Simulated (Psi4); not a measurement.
HO4S, charge -1, singlet, at a GFN2-xTB geometry (a gas-phase anion, which may not be bound at this level); B3LYP/STO-3G in Psi4 1.11.

The Psi4 input:
```
memory 2 GB

molecule mol {
-1 1
O     1.389920   -0.281761   -0.581483
S    -0.134456    0.024009    0.020263
O     0.121200   -0.014390    1.458586
O    -0.970632   -1.053488   -0.469618
O    -0.493940    1.335434   -0.483789
H     1.778901   -0.270498    0.286219
}

set {
  basis sto-3g
  reference rks
  damping_percentage 50
}

energy('b3lyp')
print_variables()
```

Output, abridged:

```
   => Loading Basis Set <=

    Name: STO-3G
    Role: ORBITAL
    Keyword: BASIS

         ---------------------------------------------------------
                                   SCF
               by Justin Turney, Rob Parrish, Andy Simmonett
                          and Daniel G. A. Smith
                              RKS Reference
         ---------------------------------------------------------

  ==> Geometry <==

    Molecular point group: c1
    Full point group: C1

    Geometry (in Angstrom), charge = -1, multiplicity = 1:

       Center              X                  Y                   Z               Mass
    ------------   -----------------  -----------------  -----------------  -----------------
         O            1.408087209660    -0.284522925217    -0.578552219068    15.994914619570
         S           -0.116288790340     0.021247074783     0.023193780932    31.972071174400
         O            0.139367209660    -0.017151925217     1.461516780932    15.994914619570
         O           -0.952464790340    -1.056249925217    -0.466687219068    15.994914619570
         O           -0.475772790340     1.332672074783    -0.480858219068    15.994914619570
         H            1.797068209660    -0.273259925217     0.289149780932     1.007825032230

  Running in c1 symmetry.

  Rotational constants: A =      0.17936  B =      0.16720  C =      0.16565 [cm^-1]
  Rotational constants: A =   5377.19765  B =   5012.54956  C =   4966.15731 [MHz]
  Nuclear repulsion =  277.038613257726468

  Charge       = -1
  Multiplicity = 1
  Electrons    = 50
  Nalpha       = 25
  Nbeta        = 25

  ==> Algorithm <==

  SCF Algorithm Type is DF.
  DIIS enabled.
  MOM disabled.
  Fractional occupation disabled.
  Guess Type is SAD.
  Energy threshold   = 1.00e-06
  Density threshold  = 1.00e-06
  Integral threshold = 1.00e-12

  ==> Primary Basis <==

  Basis Set: STO-3G
    Blend: STO-3G
    Number of shells: 18
    Number of basis functions: 30
    Number of Cartesian functions: 30
    Spherical Harmonics?: true
    Max angular momentum: 1

  ==> DFT Potential <==

   => LibXC <=

    Version 7.1.2
    S. Lehtola, C. Steigemann, M. J. T. Oliveira, and M. A. L. Marques,  SoftwareX 7, 1–5 (2018) (10.1016/j.softx.2017.11.002)

   => Composite Functional: B3LYP <=

    B3LYP Hyb-GGA Exchange-Correlation Functional

    P. J. Stephens, F. J. Devlin, C. F. Chabalowski, and M. J. Frisch,  J. Phys. Chem. 98, 11623 (1994) (10.1021/j100096a001)

    Deriv               =              1
    GGA                 =           TRUE
    Meta                =          FALSE

    Exchange Hybrid     =           TRUE
    MP2 Hybrid          =          FALSE

   => Exchange Functionals <=

    0.0800   Slater exchange
    0.7200         Becke 88

   => Exact (HF) Exchange <=

    0.2000               HF

   => Correlation Functionals <=

    0.1900   Vosko, Wilk & Nusair (VWN5_RPA)
    0.8100   Lee, Yang & Parr

   => LibXC Density Thresholds  <==

    XC_HYB_GGA_XC_B3LYP:  1.00E-15

   => Molecular Quadrature <=

    Radial Scheme          =       TREUTLER
    Pruning Scheme         =           NONE
    Nuclear Scheme         =       TREUTLER

    Blocking Scheme        =         OCTREE
    BS radius alpha        =              1
    Pruning alpha          =              1
    Radial Points          =             75
    Spherical Points       =            302
    Total Points           =         126144
    Total Blocks           =           1011
    Max Points             =            255
    Max Functions          =             28
    Weights Tolerance      =       1.00E-15

   => Loading Basis Set <=

    Name: (STO-3G AUX)
    Role: JKFIT
    Keyword: DF_BASIS_SCF

  ==> Integral Setup <==

  SCF_SUBTYPE=INCORE selected. In-core MEM_DF algorithm will be used.
  Using in-core AOs.

  ==> MemDFJK: Density-Fitted J/K Matrices <==

    J tasked:                   Yes
    K tasked:                   Yes
    wK tasked:                   No
[...]
   @DF-RKS iter  23:  -690.50996413221310   -8.85840e-05   3.09505e-06 DIIS/DAMP=50%
   @DF-RKS iter  24:  -690.51002334808095   -5.92159e-05   3.15771e-06 DIIS/DAMP=50%
   @DF-RKS iter  25:  -690.51004456863734   -2.12206e-05   2.98378e-06 DIIS/DAMP=50%
   @DF-RKS iter  26:  -690.51008612008604   -4.15514e-05   3.59990e-06 DIIS/DAMP=50%
   @DF-RKS iter  27:  -690.51000453673669    8.15833e-05   2.31533e-06 DIIS/DAMP=50%
   @DF-RKS iter  28:  -690.51006363363172   -5.90969e-05   2.81959e-06 DIIS/DAMP=50%
   @DF-RKS iter  29:  -690.51005426424911    9.36938e-06   2.68034e-06 DIIS/DAMP=50%
   @DF-RKS iter  30:  -690.51005585600399   -1.59175e-06   2.77393e-06 DIIS/DAMP=50%
   @DF-RKS iter  31:  -690.51006088944882   -5.03344e-06   2.92149e-06 DIIS/DAMP=50%
   @DF-RKS iter  32:  -690.50999320726760    6.76822e-05   1.60144e-06 DIIS/DAMP=50%
   @DF-RKS iter  33:  -690.51002631331448   -3.31060e-05   1.53584e-06 DIIS/DAMP=50%
   @DF-RKS iter  34:  -690.51004101512581   -1.47018e-05   1.50601e-06 DIIS/DAMP=50%
   @DF-RKS iter  35:  -690.51003716606419    3.84906e-06   1.29920e-06 DIIS/DAMP=50%
   @DF-RKS iter  36:  -690.51003825100747   -1.08494e-06   1.12652e-06 DIIS/DAMP=50%
   @DF-RKS iter  37:  -690.51004890073705   -1.06497e-05   1.15929e-06 DIIS/DAMP=50%
   @DF-RKS iter  38:  -690.51004595295842    2.94778e-06   1.04212e-06 DIIS/DAMP=50%
   @DF-RKS iter  39:  -690.51003230906258    1.36439e-05   7.01339e-07 DIIS/DAMP=50%
   @DF-RKS iter  40:  -690.51002927102775    3.03803e-06   3.92839e-07 DIIS/DAMP=50%
   @DF-RKS iter  41:  -690.51003671461820   -7.44359e-06   2.49947e-07 DIIS/DAMP=50%
   @DF-RKS iter  42:  -690.51006016488111   -2.34503e-05   5.02403e-07 DIIS/DAMP=50%
   @DF-RKS iter  43:  -690.51004519750245    1.49674e-05   3.09489e-07 DIIS/DAMP=50%
   @DF-RKS iter  44:  -690.51004863969035   -3.44219e-06   2.80297e-07 DIIS/DAMP=50%
   @DF-RKS iter  45:  -690.51004766500898    9.74681e-07   2.12341e-07 DIIS/DAMP=50%
  Energy and wave function converged.

  ==> Post-Iterations <==

   Electrons on quadrature grid:
      Ntotal   =   50.0000060851 ; deviation = 6.085e-06

    Orbital Energies [Eh]
    ---------------------

    Doubly Occupied:

[...]
      25A      0.184424

    Virtual:

[...]
    Final Occupation by Irrep:
              A
    DOCC [    25 ]
    NA   [    25 ]
    NB   [    25 ]

  @DF-RKS Final Energy:  -690.51004766500898

   => Energetics <=

    Nuclear Repulsion Energy =            277.0386132577264675
    One-Electron Energy =               -1522.2785509432983417
    Two-Electron Energy =                 604.4904870720702093
    DFT Exchange-Correlation Energy =     -49.7605970515072613
    Empirical Dispersion Energy =           0.0000000000000000
    VV10 Nonlocal Energy =                  0.0000000000000000
    Total Energy =                       -690.5100476650089831

Computation Completed

Properties will be evaluated at   0.000000,   0.000000,   0.000000 [a0]

Properties computed using the SCF density matrix

 Multipole Moments:

 ------------------------------------------------------------------------------------
     Multipole            Electronic (a.u.)      Nuclear  (a.u.)        Total (a.u.)
 ------------------------------------------------------------------------------------

 L = 1.  Multiply by 2.5417464519 to convert [e a0] to [Debye]
 Dipole X            :         -1.1604939            1.6822007            0.5217068
 Dipole Y            :          0.1794434           -0.2557335           -0.0762901
 Dipole Z            :         -0.1470052            0.2713708            0.1243657
 Magnitude           :                                                    0.5417241

 ------------------------------------------------------------------------------------

  Variable Map:
  ----------------------------------------------------------------------------
[...]
  Array Variable Map:
  ----------------------------------------------------------------------------
[...]
[...]
```
